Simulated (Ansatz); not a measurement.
## Worked example: the interaction energy

The pair of H$_{2}$ (SMILES [H][H], atoms 1–2) and CH$_{2}$F$_{2}$ (SMILES FCF, atoms 3–7), both closed shells, in one local arrangement (a lower one may exist), relaxed at PBE0-D4/def2-TZVP:

```xyz
7
angstrom
H 0.0601 -0.3620 -3.0625
H -0.0199 -0.2940 -2.3234
F 0.5029 -0.9472 0.5378
C 0.0019 0.1494 1.1488
F -0.7075 0.8595 0.2432
H -0.6701 -0.1699 1.9501
H 0.8325 0.7642 1.5060
```

Both fragments are computed in the basis of the whole pair.

Computed with Ansatz 0.2.0 (basis: def2-TZVPPD and def2-QZVPPD); correlated methods freeze the cores.

Energies in eV:

| quantity | pair | first fragment | second fragment |
| --- | --- | --- | --- |
| Hartree–Fock, triple zeta (X = 3) | -6507.40397 | -30.82937 | -6476.57736 |
| Hartree–Fock, quadruple zeta (X = 4) | -6507.68261 | -30.84371 | -6476.84180 |
| MP2 correlation, X = 3 | -19.21530 | -0.86486 | -18.33534 |
| MP2 correlation, X = 4 | -20.78750 | -0.90127 | -19.87015 |
| CCSD(T) correlation, X = 3 | -20.31674 | -1.07559 | -19.22432 |

Task: Work out the interaction energy at the basis limit: extrapolate Hartree–Fock as E(X) = E∞ + A exp(−7.88 √X) and the MP2 correlation as E(X) = E∞ + B X^−2.97 (the exponents that Neese and Valeev fitted for def2-TZVPP and QZVPP, reused here for the diffuse sets), then add CCSD(T) − MP2 in triple zeta.

Result: Each step is linear, so take the differences first (pair − first fragment − second fragment): Hartree–Fock 0.00276 (X = 3) and 0.00290 (X = 4); MP2 correlation -0.01510 and -0.01608; CCSD(T) correlation -0.01683.
Two points give E∞ = E(4) + w [E(4) − E(3)], with w = 1/(exp(7.88 (2 − √3)) − 1) = 0.1377 for Hartree–Fock and w = 1/((4/3)^2.97 − 1) = 0.7407 for the correlation.
Hartree–Fock: 0.00290 + 0.1377 × 0.00014 = 0.0029 eV.
MP2 correlation: -0.01608 + 0.7407 × (-0.00098) = -0.0168 eV.
CCSD(T) − MP2: -0.01683 − (-0.01510) = -0.0017 eV.
Sum: 0.0029 + (-0.0168) + (-0.0017) = -0.0156 eV, or -0.36 kcal/mol. Plain CCSD(T) in triple zeta gives -0.0141 eV, so the larger basis shifts the result by -0.0015 eV.

No T1 diagnostic of these runs exceeds 0.012.

For scale, one of the runs: CCSD(T)/def2-TZVPPD, 185 basis functions, launched by `ansatz run in.yaml --threads 2 --pin off --events-out ev --progress --plain --max-ram 5222MiB`. Time: 48 s of wall clock on 2 CPU threads of an Arm Neoverse V1; the host was shared. Peak host memory: 2 GiB.
